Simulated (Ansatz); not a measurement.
Total energies of B6P5H18⁻, a cluster cut from wurtzite BP (hydrogen-capped) from Ansatz at PBE0-D4/def2-SVP, gas phase (1 Eh = 27.2114 eV = 2625.5 kJ/mol). The reference geometry is relaxed at PBE-D4/def2-SVP.

Cartesian coordinates in Å:
```
B 1.381 1.443 -1.383
P 0.948 -0.469 -1.517
P 1.928 -0.095 1.496
B 1.365 -1.428 0.181
B -0.894 -0.822 -2.104
P -0.277 -2.292 0.796
P 0.204 2.096 0.056
B 0.847 1.490 1.827
B -1.704 1.807 -0.302
P -2.003 -0.103 -0.643
B -1.934 -1.280 0.946
H 2.566 1.589 -1.069
H 1.080 1.968 -2.453
H 1.845 -1.070 -2.459
H 3.262 0.249 1.118
H 2.230 -0.780 2.721
H 2.246 -2.271 0.053
H -1.082 -0.186 -3.138
H -1.076 -2.037 -2.224
H -0.432 -3.429 -0.055
H 0.017 -2.986 2.017
H 0.380 3.516 0.087
H 1.584 2.321 2.356
H -0.080 1.133 2.545
H -1.964 2.401 -1.351
H -2.375 2.173 0.662
H -3.357 -0.207 -1.097
H -1.850 -0.632 1.983
H -2.853 -2.098 0.952
```

```tsv
state	geometry	energy (Eh)
charge -1 singlet	reference	-1865.45679
charge 0 doublet	reference	-1865.27256
charge 0 doublet	relaxed at PBE-D4/def2-SVP	-1865.29468
```

Problem. Work out the vertical ionisation energy to the doublet.

Solution. E(charge 0 doublet) − E(charge -1 singlet) = -1865.27256 − (-1865.45679) = 0.18423 Eh = 5.01 eV. For comparison, −ε of the highest occupied level is 3.49 eV at this level, 1.52 eV less.

Problem. How much does the charge 0 doublet relax, and what is the adiabatic ionisation energy?

Solution. Relaxation: -1865.27256 − (-1865.29468) = 0.02212 Eh = 0.60 eV. Adiabatic ionisation energy: 0.16211 Eh = 4.41 eV, without zero-point energy.
